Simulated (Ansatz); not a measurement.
Species: CH8OSi2 (charge 0, singlet). 
Structure (B3LYP-D3(BJ)/def2-TZVP (Ansatz, an electronic-structure program) minimum search):
```
O
Si 1 1.6350
Si 1 1.6426 2 147.99
H 2 1.4788 1 108.37 3 -180.00
H 2 1.4822 4 109.45 1 -120.37
H 2 1.4822 4 109.45 5 -119.26
H 3 1.4842 1 109.05 2 59.08
H 3 1.4842 7 108.37 1 118.59
C 3 1.8611 7 110.64 8 121.47
H 9 1.0916 3 110.92 7 -179.92
H 9 1.0916 10 108.21 3 121.88
H 9 1.0927 10 108.11 11 116.87
```

Total electronic energies in hartree. Correlated levels leave the core frozen unless marked. Spin-orbit coupling is left out. Non-relativistic unless marked X2C. CBS marks a two-point X^-3 extrapolation of the correlation energy; Hartree-Fock from the larger set.

| level | program | energy (Eh) |
|---|---|---|
| RI-HF/aug-cc-pV(T+d)Z | Ansatz | -695.44132 |
| RI-HF/cc-pV(T+d)Z | Ansatz | -695.43851 |
| RI-HF/cc-pV(Q+d)Z | Ansatz | -695.45577 |
| PBE/def2-TZVPD | Ansatz | -696.82636 |
| PBE0/STO-3G | Ansatz | -688.57066 |
| PBE0-D4/def2-TZVPD | Ansatz + dftd4 | -696.90859 |
| r2SCANh/def2-TZVPD | Ansatz | (withheld) |
| HSE06-D3(BJ)/def2-TZVPD | Ansatz + dftd3 | -696.88755 |
| CAM-B3LYP/def2-TZVPD | Ansatz | -697.25305 |
| B2GP-PLYP-D3(BJ)/def2-TZVPD | Ansatz + dftd3 | (withheld) |
| B2PLYP-D3(BJ)/def2-TZVPD | Ansatz + dftd3 | -696.95651 |
| B2PLYP/def2-TZVPD | Ansatz | -696.94914 |
| MP2/aug-cc-pV(T+d)Z | Ansatz | -696.12139 |
| MP2/cc-pV(T+d)Z | Ansatz | -696.10537 |
| MP2/cc-pVTZ | Ansatz | -696.09551 |
| SCS-MP2/cc-pV(D+d)Z | Ansatz | -695.90252 |
| CCSD/STO-3G | Ansatz | -687.38130 |
| CCSD/cc-pV(T+d)Z | Ansatz | -696.15776 |
| CCSD/aug-cc-pV(Q+d)Z | Ansatz | -696.22194 |
| CCSD(T)/cc-pwCVTZ | Ansatz | -696.19360 |
| X2C-CCSD(T)/cc-pVTZ-DK | Ansatz | -697.44141 |
| CCSD(T)/CBS(aug-cc-pV(T+d)Z,aug-cc-pV(Q+d)Z) | Ansatz | -696.2761 |
| CCSD(T)/CBS(cc-pV(T+d)Z,cc-pV(Q+d)Z) | Ansatz | -696.2762 |

Question: Fill in the missing entries.

Answer: 
- r2SCANh/def2-TZVPD, energy (Eh): -697.15835
- B2GP-PLYP-D3(BJ)/def2-TZVPD, energy (Eh): -696.85193
